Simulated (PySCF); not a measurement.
**What an electron can do to SiAs**

PBE in PySCF with def2-TZVPPD on every atom, for the lowest determinant that a PBE0 search found; no spin–orbit coupling.

```tsv
species	state (unpaired electrons)	Re (Å)	ωe (cm⁻¹)	energy of the minimum from the neutral (eV)	De (eV)	dissociates to
SiAs	doublet (π ↑)	2.200	478	0.00	3.66	Si + As
SiAs⁺	triplet (π ↑↑)	2.357	385	8.52	3.33	Si⁺ + As
SiAs⁻	singlet (closed shell)	2.122	531	-2.74	5.17	Si⁻ + As
```

**Question.** Work out the lowest energy to break SiAs into atoms, from its vibrational ground state.

**Answer.** D0 = De − ωe/2 = 3.66 − 0.03 = 3.63 eV (PBE/def2-TZVPPD).

**Question.** Work out the ionisation energy of the Si atom at this level and the threshold of dissociative ionisation.

**Answer.** IE(Si) = 8.52 + 3.33 − 3.66 = 8.19 eV, so Si⁺ + As + e⁻ appears at D0 + IE(Si) = 11.82 eV (PBE/def2-TZVPPD). The measured IE(Si) is 8.152 eV (NIST ASD).

**Question.** Work out the electron affinity of the Si atom and the threshold of dissociative attachment.

**Answer.** EA(Si) = 3.66 − 5.17 − (-2.74) = 1.23 eV, so Si⁻ + As needs D0 − EA(Si) = 2.40 eV (PBE/def2-TZVPPD). The measured EA(Si) is 1.39 eV.

These are thermodynamic thresholds; the onsets seen under electron impact lie higher where the geometry changes, and cross-sections peak well above them.

Spin–orbit coupling is left out. For an ion De counts to the pair picked by the measured ionisation energies or electron affinities, which need not be the lowest pair at this level. States were picked by a PBE0 search and need not be the measured ground states.
